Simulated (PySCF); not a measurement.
# Nd(II) with more and more H2O

Computed with PySCF 2.14.0, PBE0, def2-SVP on the ligands, density fitting, scalar-relativistic core potentials, no spin-orbit coupling, vacuum. The metal has lcecp-0-SVP with ECP50. Each complex is relaxed within the symmetry of its template. Distances are means of the shortest metal–ligand contacts, charges and spins Mulliken's; removal energies are rigid, with the ligand's formal charge and no counterpoise, so too large; for an anion taken off a cation in vacuum most of it is the attraction of opposite charges, and multiply charged cations can part far more cheaply with an electron moved from ligand to metal. lcecp potentials hold a fixed number of 4f electrons in the core, out of states, spins and gaps.

(1) Order these by the metal–ligand distance, lowest first.
A. [Nd(H2O)4]2+
B. [Nd(H2O)]2+
C. [Nd(H2O)3]2+
D. [Nd(H2O)2]2+

(2) What else do they give?

Members with unstable modes aren't minima as they stand: saddle points kept by symmetry or, where the modes are soft, flat surfaces and noise. Moved off a saddle point of the template and relaxed again: [Nd(H2O)3]2+, [Nd(H2O)4]2+. One start shape was tried for each, so a minimum needn't be the lowest isomer. Oxidation states forced by the potential, rare, strongly oxidising or of another configuration in reality: [Nd(H2O)]2+, [Nd(H2O)2]2+, [Nd(H2O)3]2+, [Nd(H2O)4]2+.

Results:

(1) B (2.475), D (2.532), C (2.541), A (2.565).

(2) 
| complex | point group | M–H2O (Å) | charge on M (e) | removal of one H2O (eV) | strongest infrared band, degenerate modes summed (cm⁻¹) | unstable modes (below −25 cm⁻¹) |
| --- | --- | --- | --- | --- | --- | --- |
| [Nd(H2O)]2+ | C2v | 2.475 | 1.78 | 2.34 | 571 | 0 |
| [Nd(H2O)2]2+ | D2d | 2.532 | 1.60 | 2.05 | – | 2 (soft) |
| [Nd(H2O)3]2+ | D3 | 2.541 | 1.44 | 1.89 | 530 | 0 (lowest -22 cm⁻¹, within noise) |
| [Nd(H2O)4]2+ | S4 | 2.565 | 1.29 | 1.73 | – | not given |
